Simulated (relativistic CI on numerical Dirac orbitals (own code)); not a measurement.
**How well does a small relativistic CI reproduce Ir⁺?**

Computed by Dirac-Coulomb-Breit CI, KLI orbitals optimised for each configuration, a model potential for QED, valence Slater integrals scaled by 0.85, P86 correlation estimate, and configurations built on the next ion tied to the tabulated ionisation energy (semi-empirical) (own radial code, finite nucleus).

Configuration list (outside the closed core [Xe] 4f14): 5d⁷6s, 5d⁸, 5d⁶6s², 5d⁷6p, 5d⁷6d, 5d⁷7s, 5d⁷5f, 5d⁷6f, 5d⁶6s6p, 5d⁵6s6p², 5d⁵6s²6p, 5d⁷7p, 5d⁶6p², 5d⁷8s, 5d⁷7d, 5d⁷8p, 5d⁶6s7p, 5d⁶6s7s, 5d⁷5g, 5d⁷8d, 5d⁷7f, 5d⁶6s8s, 5d⁶6s5f, 5d⁶6s6d. Levels of other configurations are missing.

| Configuration | Term (tabulated) | J | Measured (cm⁻¹) | Computed | Error | Purity (%) |
| --- | --- | --- | --- | --- | --- | --- |
| 5d⁷6s | 5F | 5 | 0.0 | 0 | 0 | 90 |
| 5d⁸ | 3F | 4 | 2262.8 | 647 | -1615 | 91 |
| 5d⁷6s | 5F | 4 | 4787.9 | 4544 | -244 | 84 |
| 5d⁷6s | 5F | 3 | 8187.0 | 8012 | -175 | 73 |
| 5d⁸ | 3F | 3 | 9927.8 | 6985 | -2943 | 76 |
| 5d⁷6s | 5F | 2 | 11307.3 | 10180 | -1127 | 61 |
| 5d⁷6s | 5F | 1 | 11957.7 | 11092 | -865 | 63 |
| 5d⁷6s | 5P | 3 | 12714.6 | 13458 | 743 | 80 |
| 5d⁶6s² | 5D | 4 | 17210.1 | 20958 | 3748 | 66 |
| 5d⁷6s | 3G | 5 | 17477.9 | 17341 | -137 | 68 |
| 5d⁷6s | 3F | 3 | 17499.3 | 17792 | 292 | 58 |
| 5d⁷6s | 5P | 1 | 18676.5 | 18894 | 217 | 75 |

Measured levels from NIST Handbook of Basic Atomic Spectroscopic Data (Sansonetti and Martin, J. Phys. Chem. Ref. Data 34, 1559 (2005)); pairs were made by configuration, J and term (by order where the table uses no LS term), so strongly mixed levels may be paired wrongly.

Mean error by configuration (cm⁻¹): 5d⁸ -2279; 5d⁷6s -162; 5d⁶6s² 3748. Over the excited levels the mean absolute error is 1101 cm⁻¹ (11 of the 17 excited levels that our extract of the source holds in range could be paired, and the others can miss by more), and the median relative error of those above 1,000 cm⁻¹ is 5.8 %. Some levels of the ground configuration have no partner.
